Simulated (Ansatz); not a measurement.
Ansatz (a first-principles code) input (RI-MP2/def2-QZVPPD):
A basis named .json is the Basis Set Exchange file of that set.

Ansatz 0.2 input:
```yaml
crystal:
  periodic: [false, false, false]
  atoms:
    - {symbol: Sb, position_ang: [0.16971975, -0.07316651, 0.35690625]}
    - {symbol: C, position_ang: [-0.54972812, -2.15606779, -0.53479914]}
    - {symbol: H, position_ang: [0.11413861, -2.93742647, -0.15732208]}
    - {symbol: H, position_ang: [-0.49456226, -2.12568262, -1.62536558]}
    - {symbol: H, position_ang: [-1.58116485, -2.35907230, -0.22629859]}
    - {symbol: C, position_ang: [1.26103628, 1.81909805, -0.58095547]}
    - {symbol: H, position_ang: [2.28953304, 1.83821063, -0.21277282]}
    - {symbol: H, position_ang: [0.73989540, 2.73634455, -0.28546234]}
    - {symbol: H, position_ang: [1.26476935, 1.73657299, -1.67021089]}
    - {symbol: C, position_ang: [-1.59763067, 0.71900604, -0.75318961]}
    - {symbol: H, position_ang: [-2.48680655, 0.14800856, -0.48051086]}
    - {symbol: H, position_ang: [-1.43547749, 0.63262439, -1.83126956]}
    - {symbol: H, position_ang: [-1.74809752, 1.76969437, -0.49934053]}
basis:
  gaussian:
    orbitals: def2-QZVPPD.json
    fitting: {mean_field: def2-universal-jkfit, correlation: def2-QZVPPD-RIFIT.json}
total_charge: -1
magnetization: {spin_polarized: true, initial_magnetization: 1}
correlation: {method: mp2, electrons: outside_noble_gas}
```

Output:

```
Functional definition: HF
integrals: 1.54 GiB planned
605 factors; integrals over basis functions are off by at most 1.7e0 eV
mean field: 3.12 GiB planned
mean field evaluation 1: about -9740.6282 eV, gradient 2.2e1 eV
mean field evaluation 2: about -9743.2306 eV, gradient 9.8e0 eV
mean field evaluation 4: about -9743.8335 eV, gradient 9.7e-1 eV
mean field evaluation 8: about -9743.8551 eV, gradient 1.6e-5 eV
mean field evaluation 16: about -9743.8551 eV, gradient 2.5e-6 eV
mean field -9743.85511259 eV, -358.0800707655 hartree, gradient 1.6e-6 eV, S^2 0.775637; 2 other end points of the search recorded, 0 dependent functions left out
12 core orbitals not correlated
1348 factors; their error is unknown
reference -9743.85511259 eV, -358.0800707655 hartree; 14, 13 occupied and 548, 549 virtual orbitals, 1348 factors
second order -20.19238555 eV of doubles, -0.00000000 eV of singles
Total energy: -9764.04749814 eV, -358.8221272475 hartree
```
